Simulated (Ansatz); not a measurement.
`C[NH][GeH3]` + H₂S → `[SH][GeH3]` + CH₃NH₂ at 500 K and 1 bar (ligand exchange at a Ge–N bond).

Calculated with Ansatz (gas phase, PBE0-D4/def2-TZVP geometries, no zero-point term in ΔE). CCSD(T)/CBS is the MP2 limit (def2-TZVPP, def2-QZVPP) plus CCSD(T) − MP2 in def2-TZVPP, frozen cores. This one scheme is used for every species. For Ge outer-core shells are correlated without core-valence functions, which leaves a few kJ/mol of doubt a bond. Scalar relativity is left out up to krypton.

| species | CCSD(T)/CBS energy (Eh) | H − E (kJ/mol) | S (J/(mol·K)) |
| --- | --- | --- | --- |
| `C[NH][GeH3]` | -2173.06430 | 241.1 | 362.9 |
| H₂S | -398.97279 | 57.0 | 224.0 |
| `[SH][GeH3]` | -2476.30083 | 114.8 | 326.3 |
| CH₃NH₂ | -95.75281 | 191.8 | 270.3 |

H − E and S are ideal-gas, rigid-rotor, harmonic terms from PBE0-D4/def2-TZVP, for one conformer and one mirror image of each species. 1 Eh = 2625.50 kJ/mol, R = 8.31446 J/(mol·K).

Task: By hand: ΔE, ΔH, ΔS and ΔG.

Result: ΔE = (-2476.30083) + (-95.75281) − (-2173.06430) − (-398.97279) = -0.01655 Eh = -43.5 kJ/mol. Δ(H − E) = 114.8 + 191.8 − 241.1 − 57.0 = 8.5, so ΔH = -35.0 kJ/mol. ΔS = 326.3 + 270.3 − 362.9 − 224.0 = 9.7 J/(mol·K). ΔG = -35.0 − 500 × (9.7)/1000 = -39.9 kJ/mol.

Task: By hand: the equilibrium constant, and the temperature at which ΔG would vanish if ΔH and ΔS stayed fixed.

Result: log₁₀ K = −ΔG/(RT ln 10) = 4.2. ΔH and −TΔS have one sign here, so there is no such temperature.

The number of gas molecules stays the same, so ΔS is small and ΔH decides. A doubt of 5 kJ/mol in ΔE shifts log₁₀ K by 0.5 here. Other conformers and mirror images would add mixing entropy, several J/(mol·K) or more a flexible species. These are equilibria of isolated gas molecules and say nothing of rates. Largest T1 diagnostic: 0.011 (customary marks: 0.02 for closed shells, 0.045 for open ones).

ΔS is within the doubt of such terms, so its sign, and with it that verdict, could turn.
